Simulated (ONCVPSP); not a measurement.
Before and after: ONCV potential for Bi

```
Element                 : Bi (Z = 83)
Generator               : ONCVPSP 4.0.1
Type                    : optimised norm-conserving Vanderbilt (ONCV)
Functional              : PBE
Relativity              : fully relativistic
Frozen core             : [Xe] 4f14 5d10
Valence charge          : 5
Reference configuration : 6s2 6p3
Partial waves           : 6s: rc 1.95 bohr, ncon 4, nbas 9, qcut 2.6 1/bohr, 2 projectors, debl 1.2 Ha; 6p: rc 2.60 bohr, ncon 5, nbas 9, qcut 3.4 1/bohr, 1 projector
Local potential         : polynomial inside 1.50 bohr (lpopt 3, dvloc0 0 Ha)
Core correction         : none
```

Open shells are filled in proportion to 2j + 1.

Change: s: debl 0.35. In the s channel the program set the typed energies aside and used -0.529, 0.250 Ha.

Cutoffs: the cutoffs (Ha) at which the residual kinetic energy of the hardest occupied pseudo-wave falls to 1 and 0.1 mHa per electron; they do not see the model core or the augmentation charge, which bear on the density cutoff. Errors are all-electron minus pseudo energies relative to the spin-unpolarised reference configuration.

**Question.** How do hardness, ghosts and transferability respond?

**Answer.** The potential gets neither clearly harder nor softer (51 Ha and 63 Ha → 51 Ha and 63 Ha); the errors of the 4 common tests hardly move; the range in which the s phases agree narrows (upper end 4.6 → 0.5); neither file shows a bound ghost.

```tsv
quantity	base	changed
cutoff, loose	51 Ha	51 Ha
cutoff, tight	63 Ha	63 Ha
bound ghosts	none	none
GHOST(+) flags under 300 eV	p3/2 at 1.5 eV, p1/2 at 13.7 eV, s at 19.0 eV	p3/2 at 1.5 eV, p1/2 at 13.7 eV, s at 14.3 eV
error for 6s2 6p2, meV [ΔE 8.06 eV]	+23	+24
error for 6s2 6p1, meV [ΔE 23.48 eV]	+194	+196
error for 6s2 6p0, meV [ΔE 47.05 eV]	+80	+83
error for 6s1 6p3, meV [ΔE 18.65 eV]	+148	+149
s: phases at 1.97 bohr within 0.05 rad from the reference energy up to (Ha; the scan ends near 5)	4.6	0.5
p3/2: phases at 2.65 bohr within 0.05 rad from the reference energy up to (Ha; the scan ends near 5)	0.0	0.0
p1/2: phases at 2.65 bohr within 0.05 rad from the reference energy up to (Ha; the scan ends near 5)	0.3	0.3
```
